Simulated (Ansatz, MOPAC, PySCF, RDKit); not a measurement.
Complex: BFH2O2 (SMILES OB(O)F) (first 6 atoms) with HF (SMILES F); geometry from B3LYP-D3(BJ)/def2-TZVP, rigid monomers moved along the line of their centres of mass till O3···H8 is 1.58 Å.
(charge 0, multiplicity 1):
| atom | x (Å) | y (Å) | z (Å) |
|---|---|---|---|
| O | 1.1091 | 0.8348 | 0.2336 |
| B | 0.0276 | 0.0340 | 0.1597 |
| O | -0.4567 | -0.5168 | 1.3137 |
| F | -0.5826 | -0.2359 | -1.0041 |
| H | 1.3992 | 1.1900 | -0.6120 |
| H | -1.2297 | -1.0779 | 1.1930 |
| F | 0.2746 | -0.3310 | 3.7065 |
| H | 0.0782 | -0.3398 | 2.7887 |

Monomers are frozen at their geometry in the pair; levels with a basis set take the counterpoise correction. RDKit's UFF carries no charges.

Rows in 6-31G* carry no dispersion term and start afresh at each structure (6-31G* with six Cartesian d functions). The state that AM1 reach isn't checked.

Codes used: Ansatz (a quantum-chemistry and plane-wave program) with Gaussian orbitals; MOPAC for AM1 (differences of heats of formation); PySCF for 6-31G* rows; RDKit for the force fields. Values without a source in brackets are computed.

### Question
One of these levels gives -4.27 kcal/mol for the interaction energy. Which?
A) UFF
B) PBE/def2-TZVPPD
C) HF/6-31G*
D) AM1

### Answer
C, HF/6-31G*. The others give 223.68 (UFF), 6.14 (AM1), -6.44 (PBE/def2-TZVPPD)
